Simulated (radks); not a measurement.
The numbers below are computed, except where a source is named.
Spherical quantum dot in the effective-mass picture: electrons in a well V = -V0 / (1 + exp((r - R)/a)) with V0 = 3.08, R = 13.7, a = 0.99, with a point charge +1 (a donor) at the centre, all in effective atomic units (hartree* = m*/eps^2 hartree, bohr* = eps/m* bohr), one dielectric constant everywhere. Level of theory: non-relativistic Kohn-Sham, PBEsol, spin-polarised, spherical densities (a radial shooting solver with Libxc functionals). Levels are named by radial order and angular momentum (1s, 1p, 1d, 2s, ...), and open shells are averaged over m. Results are scaled to m* = 0.201 and eps = 6.1, for which hartree* = 147 meV and bohr* = 1.606 nm.

N = 7, configuration 1s2 1p(up 3, down 1) 2s(up 1, down 0). This is the lowest configuration that the search found (a dilute case). Occupied levels:

level,occupation,eigenvalue (meV),<r> (nm)
1s up,1,-369.36,3.359
1s down,1,-360.85,10.01
2s up,1,-360.67,12.65
1p up,3,-358.95,13.29
1p down,1,-356.77,13.13

Energy (meV): total -2953.68, kinetic 118.77, external -3407.4, Hartree 469.37, exchange-correlation -134.43.
